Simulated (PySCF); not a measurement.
TaF4Br, SMILES [F][Ta]([F])([F])([F])[Br], multiplicity 1. Atoms are numbered in the order given.

```xyz
6

Ta     0.0000     0.0000    -0.4536
F      0.0000    -1.8363    -0.8994
F      0.0000     1.8363    -0.8994
F      1.7687     0.0000    -1.0958
F     -1.7687     0.0000    -1.0958
Br     0.0000     0.0000     1.9722
```

Geometry: PBE-D3(BJ)/def2-SVP. The multiplicity is an assumed one; other spin states were not compared. The def2 effective core potentials stand for the cores of Ta; spin–orbit coupling is left out.

These are PBE0/def2-TZVP in PySCF values and carry that method's errors.

ESP charges are fitted to the potential on shells at 1.4 to 2.0 van der Waals radii. Atomic charges (e):

| atom | ESP fit | Mulliken |
|---|---|---|
| Ta1 | 1.22 | 1.62 |
| F2 | -0.30 | -0.35 |
| F3 | -0.30 | -0.35 |
| F4 | -0.26 | -0.34 |
| F5 | -0.26 | -0.34 |
| Br6 | -0.09 | -0.23 |
